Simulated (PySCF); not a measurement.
C5H4F2, SMILES C(C=C)#CC(F)F.

Geometry: PBE0-D3(BJ)/def2-SVP. The structure was generated by enumeration, and PubChem lists no compound with its InChIKey, so it may never have been made.

Two levels are set side by side: TDA-PBE/def2-SVPD (PySCF) and TDA-PBE0/def2-SVPD (PySCF). Vertical, same geometry. The lowest singlet is HOMO−1→LUMO 100 % with PBE and HOMO−1→LUMO 98 % with the other functional; states are paired by order. Differences are taken from unrounded values.

```csv
quantity,TDA-PBE0,TDA-PBE,TDA-PBE minus TDA-PBE0
lowest singlet excitation (eV),5.16,4.78,-0.38
lowest triplet excitation (TDA) (eV),3.30,3.32,0.03
first bright state (f over 0.05) (eV),5.71,5.49,-0.22
its oscillator strength,0.29,0.29,0.00
```

A lower first singlet is the usual sign of a functional without exact exchange. Differences between two approximate levels are no errors against the true value.

Rough cost on one machine, each run with all the roots and properties that it gave: TDA-PBE0 against TDA-PBE about 2 times.
